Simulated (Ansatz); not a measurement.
Consider the ligand exchange at the In–C bond: `C#[C][In]([CH3])[CH3]` + HI → `[CH3][In]([CH3])[I]` + acetylene.

Computed with Ansatz on PBE0-D4/def2-TZVP structures; ΔE is electronic, products minus reactants. CCSD(T)/CBS adds triple-zeta CCSD(T) − MP2 to the extrapolated MP2 energy (def2 sets, frozen cores). This one scheme is used for every species. DFT in def2-TZVPP. B3LYP here is the variant with VWN-RPA as its local correlation; programs differ in this. def2 core potentials past Kr. For I, In outer-core shells are correlated without core-valence functions, which leaves a few kJ/mol of doubt a bond.

**Question.** Is it downhill or uphill in electronic energy at CCSD(T)/CBS, and by how much? (An estimate is asked.)

**Answer.** Computed: Downhill: ΔE = -137.0 kJ/mol.

**Question.** What do these levels give: B3LYP-D4, r2SCAN0-D4, B3LYP, r2SCAN0, BHLYP, SCS-MP2/def2-TZVPP? (Best estimate.)

**Answer.** The calculation gave: B3LYP-D4 -136.4, r2SCAN0-D4 -140.3, B3LYP -135.1, r2SCAN0 -140.2, BHLYP -139.2, SCS-MP2/def2-TZVPP -127.0 kJ/mol.

**Question.** What do rigid-rotor, harmonic-oscillator terms from PBE0-D4/def2-TZVP frequencies (298.15 K, 1 bar) make of the CCSD(T)/CBS value? (Estimate.)

**Answer.** Computed: ΔZPE = +11.7 kJ/mol, ΔH = -126.9 kJ/mol, ΔS = -5 J/(mol·K), ΔG = -125.4 kJ/mol. Modes under 50 cm⁻¹ make the entropy rough.

Largest T1 diagnostic among the species: 0.013.

From BLYP to BHLYP (50 % exact exchange), in def2-TZVPP and without D4, ΔE moves by −7.5 kJ/mol. Leaving LDA and LC-ωPBE aside and taking each functional with its dispersion term where it has one, the values, not all of them listed here, spread over 13.4 kJ/mol, from BHLYP-D4 to B97M-V. At CCSD(T), def2-SVP lies +6.1 kJ/mol from the extrapolated value and def2-TZVPP +14.7 kJ/mol.
